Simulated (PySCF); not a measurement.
Job file and geometry (Å, from GFN2-xTB) of an NMR shielding run on `C#C[SiH2]/C=C/[Si@H](Cl)CC=C`, C7H11ClSi2, GIAO PBE0/pcSseg-1 NMR shielding, non-relativistic, gas phase in PySCF; density fitting, a coarse starting grid and PySCF grid level 2 are the driver's defaults:

```
$ OMP_NUM_THREADS=1 python probes_run.py task.json out

{"job": {"kind": "nmr", "xc": "PBE0", "basis": "pcSseg-1"}, "charge": 0, "multiplicity": 1}
C      3.932119    -1.124490     2.093576
C      3.846405    -0.424834     1.119575
Si     3.705383     0.646388    -0.382968
C      1.904757     0.615735    -0.941267
C      0.922826    -0.053345    -0.339027
Si    -0.873009    -0.097212    -0.903372
Cl    -1.121763     1.208135    -2.434458
C     -2.023264     0.411223     0.541159
C     -3.449490     0.420799     0.112803
C     -4.329263    -0.515513     0.418886
H      4.010353    -1.736825     2.946227
H      4.563297     0.094956    -1.439732
H      4.103442     2.014624    -0.027209
H      1.659707     1.191252    -1.827010
H      1.171613    -0.628801     0.545619
H     -1.250571    -1.424087    -1.397203
H     -1.741609     1.403222     0.900294
H     -1.888708    -0.289623     1.364949
H     -3.738238     1.252856    -0.515847
H     -4.065486    -1.356766     1.039703
H     -5.347422    -0.478842     0.071684
```

Question: Write the output of this run.

Answer: 
```
coarse grid: 19296 points
cycle   1  E = -1311.5524823559  dE =  9.854e-01  |g| = 5.660e-01  |ddm| = 4.258e+00
cycle   2  E = -1311.5456557043  dE =  6.827e-03  |g| = 5.916e-01  |ddm| = 1.161e+00
cycle   3  E = -1311.6348755687  dE = -8.922e-02  |g| = 1.049e-01  |ddm| = 6.007e-01
cycle   4  E = -1311.6366925606  dE = -1.817e-03  |g| = 6.244e-02  |ddm| = 1.078e-01
cycle   5  E = -1311.6376806126  dE = -9.881e-04  |g| = 9.326e-03  |ddm| = 4.750e-02
cycle   6  E = -1311.6377012630  dE = -2.065e-05  |g| = 3.406e-03  |ddm| = 1.220e-02
cycle   7  E = -1311.6377038152  dE = -2.552e-06  |g| = 1.287e-03  |ddm| = 3.583e-03
final grid: 173152 points
cycle   8  E = -1311.6979231109  dE = -3.941e-05  |g| = 8.655e-03  |ddm| = 3.146e-02
cycle   9  E = -1311.6979145640  dE =  8.547e-06  |g| = 1.021e-02  |ddm| = 1.685e-02
cycle  10  E = -1311.6979418057  dE = -2.724e-05  |g| = 1.782e-03  |ddm| = 9.704e-03
cycle  11  E = -1311.6979425626  dE = -7.569e-07  |g| = 3.983e-04  |ddm| = 1.651e-03
cycle  12  E = -1311.6979426011  dE = -3.843e-08  |g| = 7.859e-05  |ddm| = 3.658e-04
cycle  13  E = -1311.6979426022  dE = -1.122e-09  |g| = 4.072e-05  |ddm| = 9.732e-05
cycle  14  E = -1311.6979426026  dE = -3.840e-10  |g| = 1.307e-05  |ddm| = 3.746e-05
converged SCF energy = -1311.6979426026

GIAO shielding tensors (ppm)
atom      isotropic    diamagn.    paramagn.     s11        s22        s33       span
  0 C       80.299     260.518    -180.219     -7.715     -1.559    250.172    257.887
  1 C      102.723     259.735    -157.012      9.675     10.388    288.106    278.432
  2 Si     418.571     880.006    -461.435    379.420    424.580    451.713     72.294
  3 C       34.416     259.960    -225.544    -88.153     10.802    180.598    268.750
  4 C       29.364     266.090    -236.727    -93.365     15.351    166.105    259.470
  5 Si     346.465     882.573    -536.108    305.518    349.749    384.129     78.611
  6 Cl    1008.268    1151.200    -142.932    980.505    999.609   1044.691     64.186
  7 C      156.164     255.950     -99.786    140.980    155.079    172.434     31.454
  8 C       44.984     256.234    -211.251    -78.802     50.050    163.703    242.504
  9 C       65.560     251.953    -186.393    -46.205     86.479    156.406    202.611
 10 H       29.687      33.179      -3.492     24.247     25.101     39.713     15.466
 11 H       26.914      26.284       0.631     23.302     25.477     31.964      8.662
 12 H       26.907      26.997      -0.090     23.413     25.460     31.848      8.435
 13 H       24.632      33.953      -9.321     20.577     22.677     30.643     10.066
 14 H       24.306      38.801     -14.495     20.314     22.715     29.890      9.577
 15 H       26.467      31.474      -5.007     23.510     24.478     31.414      7.905
 16 H       29.723      34.373      -4.650     26.544     28.854     33.772      7.228
 17 H       29.807      36.135      -6.328     25.456     29.621     34.344      8.888
 18 H       25.356      29.468      -4.112     22.868     23.592     29.610      6.742
 19 H       26.320      31.582      -5.263     22.817     25.409     30.732      7.915
 20 H       26.375      26.017       0.358     23.286     25.244     30.594      7.309
```

Question: Turn these shieldings into chemical shifts. References, each an isolated molecule treated in the same way: ¹³C (σ = 186.93 ppm) and ²⁹Si (σ = 349.16 ppm) and ¹H (σ = 31.72 ppm) against TMS; HCl for ³⁵Cl (σ = 949.78 ppm).

Answer: Averaging equivalent atoms: C 4: 157.6; C 3: 152.5; C 8: 141.9; C 9: 121.4; C 0: 106.6; C 1: 84.2; C 7: 30.8; Si 5: 2.7; Si 2: -69.4; Cl 6: -58; H 14: 7.41; H 13: 7.08; H 18: 6.36; H 19: 5.40; H 20: 5.34; H 15: 5.25; H 12: 4.81; H 11: 4.80; H 10: 2.03; H 16: 1.99; H 17: 1.91 ppm. 

Size and cost of the density-fitted run: 246 basis functions, 100 s wall time on 1 thread of an Arm Neoverse N1, shared host; peak memory 1.1 GiB.
